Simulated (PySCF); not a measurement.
An equivalent PySCF input for In (indium, neutral), [Kr] 4d10 5s2 5p1, 2P determinant, with scalar relativity by spin-free X2C-1e:

```python
from pyscf import gto, scf, dft, mp, cc
import basis_set_exchange as bse
mol = gto.M(atom="In 0 0 0", charge=0, spin=1, symmetry="D2h",
            basis=gto.basis.parse(bse.get_basis("x2c-TZVPPall", elements=["In"], fmt="nwchem")),
            nucmod="G")
mf = dft.UKS(mol, xc="LDA,VWN").sfx2c1e()
mf.irrep_nelec = {'Ag': (9, 9), 'B1g': (2, 2), 'B2g': (2, 2), 'B3g': (2, 2), 'B1u': (3, 3), 'B2u': (4, 3), 'B3u': (3, 3)}
mf.kernel()
```

It reaches the same state as the run whose output follows, with an energy that differs only through the grid. The run itself started from symmetry-adapted Hartree-Fock orbitals and held the occupation by maximum overlap, on a logarithmic radial grid, so the iterations belong to that start.

```
SCF conv_tol = 1e-09
number electrons alpha = 25  beta = 24
XC functionals = LDA,VWN
    P. A. M. Dirac.,  Math. Proc. Cambridge Philos. Soc. 26, 376 (1930)
    F. Bloch.,  Z. Phys. 57, 545 (1929)
    S. H. Vosko, L. Wilk, and M. Nusair.,  Can. J. Phys. 58, 1200 (1980)
cycle= 1 E= -5875.07603189181  delta_E= -0.0233  |g|= 0.0927  |ddm|= 0.527
cycle= 2 E= -5875.07563294792  delta_E= 0.000399  |g|= 0.0911  |ddm|= 0.108
cycle= 3 E= -5875.07721687567  delta_E= -0.00158  |g|= 0.0115  |ddm|= 0.0808
cycle= 4 E= -5875.07725346268  delta_E= -3.66e-05  |g|= 0.000662  |ddm|= 0.0186
cycle= 5 E= -5875.07725365316  delta_E= -1.9e-07  |g|= 7.47e-06  |ddm|= 0.00168
cycle= 6 E= -5875.0772536532  delta_E= -4e-11  |g|= 6.69e-07  |ddm|= 2.89e-05
converged SCF energy = -5875.0772536532  <S^2> = 0.75078662  2S+1 = 2.0007865
```
